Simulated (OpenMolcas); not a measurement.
**Cu3+: effect of the metal basis**

Cu3+ with its 6 nearest fluoride ions at 1.881 Å, on the Ga site of K2NaGaF6 (a = 8.246 Å, distance in the model lattice 1.938 Å). The rest of the host is ab initio model potentials to 7.6 Å and point charges beyond; the distance is set by hand and nothing relaxes.

- Program: OpenMolcas 26.06
- Method: CASSCF
- Spin-orbit coupling: state interaction with AMFI integrals over the reference wave functions

Fixed: ligand basis ANO-RCC-VDZP, active space 8 electrons in 5 orbitals (3d), DKH2 Hamiltonian.

States (labels of O, the rotations of Oh). Energies in cm-1 above the lowest state or level, χT in cm3 K/mol; 10Dq and B are least-squares fits to the states below 45000 cm-1, weighted by degeneracy, with a free offset, and given where the rms deviation is under 5 % of |10Dq| (or 100 cm-1) and under 700 cm-1.

| Run | Metal basis | Ground state | First state of that spin | 10Dq | B (rms of fit) | First gap with spin-orbit (degeneracies) | χT at 300 K | First state of another spin | Cost |
| --- | --- | --- | --- | --- | --- | --- | --- | --- | --- |
| A | ANO-RCC-VDZP | 3A2 | 3T2 11437 | 11645 | 1288 (145) | 11030 (3, 2) | 1.286 | 1E 18038 | roughly 17 core-seconds |
| B | ANO-RCC-VTZP | 3A2 | 3T2 10649 | 10853 | 1338 (145) | 10270 (3, 2) | 1.316 | 1E 18980 | roughly 23 core-seconds |

Against A, |10Dq| changes by -6.8 % in B.

Costs are those of the RASSCF and RASSI steps.

Without dynamic correlation the repulsion within the d shell is too large (B by tens of per cent), so at a given field states of lower spin stand too high. Ligand-to-metal charge-transfer states are missing. With no ligand orbital active B as a rule stays too high, so bands that hang on it stand too high and its fall with covalency is understated. With metal d orbitals alone and no dynamic correlation 10Dq can be off by a tenth to a fifth, either way, in oxide and fluoride hosts. The least metal-like active orbital is 84 % on the metal (Löwdin) and no ligand orbital is active, so the numbers are rough (holds for A). No measured value stands beside these numbers; the geometry was set by hand and not optimised.
